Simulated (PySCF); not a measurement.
## CaI and its ions

UHF-MP2; Ca x2c-SVPall, I x2c-SVPall; spin-free X2C with a Gaussian nucleus (PySCF 2.14). Neutral (UHF): doublet (σ ↑), Re = 2.884 Å, ωe = 232 cm⁻¹, De = 2.90 eV.

CaI⁺ (RHF): singlet (closed shell), Re = 2.747 Å, ωe = 285 cm⁻¹, De = 2.80 eV to Ca⁺ + I. The energies at the minima are -7791.73255 hartree for CaI and -7791.51503 for CaI⁺.

Question: Work out the adiabatic ionisation energy, without and with harmonic zero-point energies (1 hartree = 27.2114 eV, 1 eV = 8065.5 cm⁻¹), and the change of the bond length.

Answer: At MP2: 0.21752 hartree = 5.919 eV between the minima; the zero-point term (285.0 − 232.0)/2 cm⁻¹ = +0.003 eV makes it 5.922 eV. Re changes by -13.7 pm against the neutral. The electron leaves a σ orbital, and the shorter bond of the ion fits an antibonding orbital, or a change in how ionic the bond is.

Correlated steps freeze 23 core orbitals. Correlated levels converge slowly with the basis: in double zeta they bind strong bonds too weakly, by up to about 1 eV, and carry superposition errors of some tenths. These are scalar-relativistic numbers at best; spin–orbit coupling would shift them, the dissociation energy most. For an ion De counts to the pair picked by the measured ionisation energies or electron affinities, which need not be the lowest pair at this level. Where the molecule has an RHF reference, its open-shell atoms are computed with UHF. States were picked by a PBE0 search and need not be the measured ground states.

Neutral and ion stand on different kinds of reference determinant, which adds to the error of the difference.
